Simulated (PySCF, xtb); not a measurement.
FGeH4NO2, SMILES [Ge]([NH2])([F])([OH])[OH]. The values are those of a single conformer.

Harmonic wavenumbers (cm⁻¹) from GFN2-xTB (xtb 6.7.1) at its own minimum, in rising order: 108, 164, 169, 201, 217, 229, 266, 286, 472, 562, 602, 620, 689, 800, 809, 824, 1462, 3423, 3450, 3633, 3654.

### Question
What does PBE0-D3(BJ)/def2-SVP (PySCF) give at its own minimum? (The exact figures need the calculation; the answer reports its results.)

### Answer
119, 149, 181, 232, 259, 262, 297, 309, 518, 703, 740, 766, 776, 883, 902, 917, 1539, 3589, 3693, 3895, 3906. Paired by order, the mean absolute difference is 97 cm⁻¹ and the zero-point energies are 32.4 and 35.2 kcal/mol.
